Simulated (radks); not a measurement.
Numerical settings for neutral manganese, [Ar] 3d5 4s2. Method: scalar-relativistic Kohn-Sham, r2SCAN, spin-polarised, spherical densities, finite nucleus; open shells are filled with parallel spins first; meta-GGA in the generalised Kohn-Sham scheme; Fermi nuclear charge, rms radius 3.7057 fm; computed with a radial shooting solver on a logarithmic mesh with Libxc functionals. The defaults (mesh step 0.008 in ln r, mesh end at 40 bohr or more with all orbitals vanishing there, Anderson mixing 0.5 over 9 steps, residual threshold near 1e-9 with the energy settled to 1e-9 hartree or 1e-11 of itself, here a cap of 58 iterations) give E = -1158.742 hartree and 4s at -4.556 eV in 15 iterations. Run on one thread of a shared host, so times are rough (Intel(R) Xeon(R) 6975P-C): 0.14 s of CPU time, 0.14 s wall, 15 iterations on 2381 mesh points. Changes against that run (0 stands for a change within the tolerance of the run):

setting                    iterations  converged  E (mhartree)  e(4s) (meV)  CPU (s)
mesh step in ln r 0.2               4         no      diverged            -     0.01
mesh step in ln r 0.003            38        yes             0            0     0.66
mesh step in ln r 0.05             58         no        +0.548       -0.383     0.08
mesh end (bohr) 12                 18        yes       +0.0442        +4.02     0.13
mesh end (bohr) 400                15        yes             0            0     0.12
residual threshold 1e-13           58         no             0            0     0.33
residual threshold 1e-05           13        yes             0      -0.0574     0.11
mixing 0.2                         19        yes             0            0     0.15
linear mixing, mixing 1            12         no      diverged            -     0.18
linear mixing, mixing 0.5          58         no             0            0     0.35
mixing history 20                  15        yes             0            0     0.12
iteration cap 2                     2         no          +137    -4.82e+03     0.03

No run marked as converged misses the energy by more than 1 mhartree. A mesh that ends early acts as a hard wall.
